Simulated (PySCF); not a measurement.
## Correlation energy of N³⁺ (nitrogen, charge +3)

[He] 2s2, closed-shell 1S. All numbers are calculated (PySCF 2.14, no relativity, point nucleus, in aug-cc-pVDZ (4s3p2d, 23 functions)). Frozen: 1s2; 2 electrons correlated.

Total MP2 correlation energy: -46.34 mhartree.

Same-spin part 0.00 and opposite-spin part -46.34 mhartree; SCS-MP2 scales them by 1/3 and 6/5 to -55.61 mhartree.

With two correlated electrons CCSD is exact within the correlated space (frozen core and kept virtual orbitals).

```csv
level,correlation energy (mhartree)
CCSD,-84.74
```

Diagnostics: T1 = 0.0066, D1 = 0.0093, largest double amplitude 0.156.

Q: Is a single reference adequate?

A: Not fully. A double-excitation amplitude exceeds 0.15, a sign of near-degeneracy.
